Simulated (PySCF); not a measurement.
Compound: C7H5FO2.
Structure used (PBE0-D3(BJ)/def2-TZVP), in Å, numbered top down from 1:
```
atom  x, y, z in Å
O1     2.6514   -1.2413   -0.5119
C2     2.0677   -0.2222   -0.2515
O3     2.7043    0.9494   -0.0837
C4     0.5994   -0.1122   -0.0823
C5    -0.1638   -1.2653   -0.2326
C6    -1.5382   -1.2046   -0.0822
C7    -2.1597   -0.0007    0.2170
C8    -1.3796    1.1312    0.3606
F9    -1.9755    2.2936    0.6477
C10   -0.0084    1.1030    0.2179
H11    3.6448    0.7671   -0.2141
H12    0.3393   -2.1946   -0.4664
H13   -2.1365   -2.1002   -0.1981
H14   -3.2332    0.0726    0.3394
H15    0.5710    2.0082    0.3379
```

Probes without a nucleus sit at each ring's centroid and 1 Å off its mean plane on both sides; NICS is minus the shielding there, NICSzz its component along the normal. Level: GIAO B97-2/pcSseg-2 (PySCF, non-relativistic, gas phase) on the PBE0-D3(BJ)/def2-TZVP geometry, one conformer.

Ring bond lengths (Å): C4–C5 1.391, C5–C6 1.384, C6–C7 1.388, C7–C8 1.382, C8–C10 1.379, C10–C4 1.392.

What do the NICS probes read (ppm)?

```json
{"ring": "C4–C5–C6–C7–C8–C10", "type": "6-membered carbocycle; formal bonds all aromatic", "NICS(0)": "-10.0", "NICS(1), two faces": "-10.1 / -10.0", "NICS(1)zz, two faces": "-27.3 / -27.3", "rms pucker (Å)": "0.00", "centre to ring atoms, mean (Å)": "1.39"}
```

What can be read from them?

- C4–C5–C6–C7–C8–C10: mean NICS(1)zz -27.3 ppm, shielded. The ring is flat and has no four-coordinate atom; by the NICS criterion it is aromatic.

How equal are the bonds by HOMA? HOMA takes Krygowski's 1993 parameters.

- C4–C5–C6–C7–C8–C10: HOMA 0.99 = 1 − EN − GEO, with mean bond length 1.386 Å, EN = α(Ropt − mean)² = 0.001 and GEO = α × variance = 0.005. The geometric and the magnetic index point the same way.

List the ring angles.

- C4–C5–C6–C7–C8–C10: C4 120.5°, C5 119.8°, C6 120.4°, C7 118.7°, C8 122.3°, C10 118.3°; sum 720.0° against 720° for a flat convex ring.

How do the values depend on the level or the medium?

```json
{"level": "B97-2/pcSseg-2, gas", "NICS(0), C4–C5–C6–C7–C8–C10": "-10.0", "mean NICS(1)zz, C4–C5–C6–C7–C8–C10": "-27.3"}
{"level": "KT3/pcSseg-2, gas", "NICS(0), C4–C5–C6–C7–C8–C10": "-9.8", "mean NICS(1)zz, C4–C5–C6–C7–C8–C10": "-26.2"}
{"level": "PBE0/pcSseg-2, gas", "NICS(0), C4–C5–C6–C7–C8–C10": "-9.9", "mean NICS(1)zz, C4–C5–C6–C7–C8–C10": "-27.5"}
{"level": "wB97X-D/pcSseg-2, gas", "NICS(0), C4–C5–C6–C7–C8–C10": "-9.9", "mean NICS(1)zz, C4–C5–C6–C7–C8–C10": "-27.6"}
{"level": "WP04/pcSseg-2, IEF-PCM chloroform", "NICS(0), C4–C5–C6–C7–C8–C10": "-10.4", "mean NICS(1)zz, C4–C5–C6–C7–C8–C10": "-26.5"}
{"level": "wB97X-D/pcSseg-2, IEF-PCM chloroform", "NICS(0), C4–C5–C6–C7–C8–C10": "-9.8", "mean NICS(1)zz, C4–C5–C6–C7–C8–C10": "-27.7"}
```

The geometry is the same throughout; the continuum's cavity takes Bondi-type radii × 1.2.
